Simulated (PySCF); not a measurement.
An unknown gives this computed stick spectrum. The calculation used TDDFT PBE0/def2-SVPD, vertical, gas phase, core orbitals frozen in the response (PySCF 2.14.0, density-fitted response routines). Geometries: GFN2-xTB, one conformer each.

```json
{"state": "S1", "E (eV)": "7.99", "f": "0.0063"}
{"state": "S2", "E (eV)": "8.26", "f": "0.037"}
{"state": "S3", "E (eV)": "8.52", "f": "0.019"}
{"state": "S4", "E (eV)": "8.66", "f": "0.010"}
{"state": "S5", "E (eV)": "8.80", "f": "0.0053"}
{"state": "S6", "E (eV)": "8.83", "f": "0.0038"}
```

Triplets computed (Tamm–Dancoff): 7.70, 7.96 eV.

Orbital energies (eV): HOMO-3 -10.12, HOMO-2 -9.80, HOMO-1 -9.56, HOMO -9.42, LUMO -0.17, LUMO+1 0.72, LUMO+2 0.74.

Question: Which structure fits?
A. `C[C@H](F)CS(=O)(=O)O`
B. `O=S(=O)(O)C1=CC1`
C. `O=C1C=C(CF)C(=O)C1`
D. `Cc1cc(F)oc(=O)c1`

Answer: A. Its S1, at 7.99 eV, is the highest among the candidates; the nearest of the others has S1 at 5.92 eV. S1 is HOMO→LUMO (95%). Löwdin shares by element: HOMO oxygen 90%, sulfur 5%; LUMO sulfur 28%, oxygen 24% or more, hydrogen 16% or more, carbon 6% or more (atoms not listed hold the other 27%). At the same level the other candidates give, for their lowest levels:
- `Cc1cc(F)oc(=O)c1`: 4.65 eV (f 0.140); 5.09 eV (f 0.000); 6.09 eV (f 0.075); 6.36 eV (f 0.001); 6.54 eV (f 0.000); T1 3.08 eV; HOMO -7.13, LUMO -1.76 eV
- `O=S(=O)(O)C1=CC1`: 5.92 eV (f 0.021); 5.98 eV (f 0.112); 6.72 eV (f 0.007); 7.16 eV (f 0.002); 7.23 eV (f 0.001); T1 3.74 eV; HOMO -8.23, LUMO -1.44 eV
- `O=C1C=C(CF)C(=O)C1`: 3.03 eV (f 0.000); 3.83 eV (f 0.000); 5.26 eV (f 0.000); 5.53 eV (f 0.303); 6.07 eV (f 0.001); T1 2.60 eV; HOMO -7.71, LUMO -2.96 eV

Shape of the structure used: `[CH3:1][C@H:2]([F:3])[CH2:4][S:5](=[O:6])(=[O:7])[OH:8]`: C1–C2–C4–S5 -68°, C2–C4–S5–O6 -161°, H–O8–S5–C4 117°.
